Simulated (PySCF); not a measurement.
**`FCC[C@@]12CC[C@@H]1C2`, C7H11F**

Geometry (Å), atoms numbered from 1 in this order:
```xyz
19

F     2.4835   -1.4048    0.0423
C     2.4137   -0.0343    0.1169
C     1.2209    0.3978    0.9650
C    -0.0844    0.1455    0.2665
C    -0.7077   -1.2345    0.0665
C    -2.1034   -0.6207    0.3054
C    -1.4520    0.7425    0.4971
C    -0.6735    1.0906   -0.7371
H     2.3264    0.3323   -0.9107
H     3.3595    0.2993    0.5568
H     1.3235    1.4635    1.1791
H     1.2501   -0.1498    1.9109
H    -0.5393   -1.6818   -0.9122
H    -0.4154   -1.9466    0.8344
H    -2.8005   -0.6840   -0.5303
H    -2.5874   -0.9991    1.2027
H    -1.7723    1.4868    1.2079
H    -1.0041    0.7234   -1.6982
H    -0.2474    2.0832   -0.7698
```

Computed with TDDFT PBE0/def2-SVPD circular dichroism and optical rotation, one conformer, gas phase (PySCF 2.14.0). Geometry: GFN2-xTB.

The molecule is flexible and this is one conformer; a measurement averages over conformers. States above about 7.3 eV (minus the energy of the highest occupied orbital) lie near or above the ionisation threshold and depend on the basis.

Problem. Draw the ECD and absorption spectra from the lowest 16 states, each a Gaussian of half-width 0.25 eV at 1/e height.

Solution. 
| E (eV) | λ (nm) | Δε (L mol⁻¹ cm⁻¹) | ε (L mol⁻¹ cm⁻¹) |
| --- | --- | --- | --- |
| 6.50 | 191 | -0.24 | 30.7 |
| 6.65 | 187 | -1.84 | 236 |
| 6.80 | 182 | -6.94 | 891 |
| 6.95 | 178 | -13.22 | 1680 |
| 7.10 | 175 | -13.93 | 1750 |
| 7.25 | 171 | -8.76 | 1440 |
| 7.40 | 168 | +3.15 | 1710 |
| 7.55 | 164 | +17.22 | 2630 |
| 7.70 | 161 | +13.84 | 3190 |
| 7.85 | 158 | -2.00 | 2870 |
| 8.00 | 155 | -8.48 | 3140 |
| 8.15 | 152 | -6.05 | 4840 |
| 8.30 | 149 | +2.13 | 6130 |
| 8.45 | 147 | +14.92 | 6120 |
| 8.60 | 144 | +21.22 | 6390 |

Δε uses R in velocity form, ε uses f in length form. Only the states computed contribute, so the short-wavelength end is incomplete.
